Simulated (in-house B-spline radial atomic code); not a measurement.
A fraction x of an electron is moved 2s → 3d in neutral magnesium, starting from [Ne] 3s2 and keeping the highest spin. All numbers are computed (non-relativistic TPSS, spin-polarised, spherical fractional occupations; point nucleus) with a radial B-spline atomic code at the basis-set limit, not measured.

```tsv
x	E(x) - E(0) (eV)	2s down level (eV)	3d up level (eV)
0	0.0000	-80.856	-
0.375	31.5881	-87.990	-0.390
0.5	42.6767	-90.290	-0.478
0.625	54.0386	-92.519	-0.551
0.75	?	?	?
0.875	?	?	?
1	89.6914	-	-0.736
```

Problem. What belongs in the row x = 0.75?

Solution. An energy change of 65.6683 eV; 2s down at -94.715 eV, 3d up at -0.626 eV.

Problem. What belongs in the row x = 0.875?

Solution. An energy change of 77.5554 eV; 2s down at -96.784 eV, 3d up at -0.682 eV.

Problem. Check Janak's theorem between x = 0.375 and 0.5.

Solution. The slope of the energy is 88.71 eV; the orbital levels give 88.71 eV (ε of the receiving orbital less ε of the emptying one, averaged over the two points).
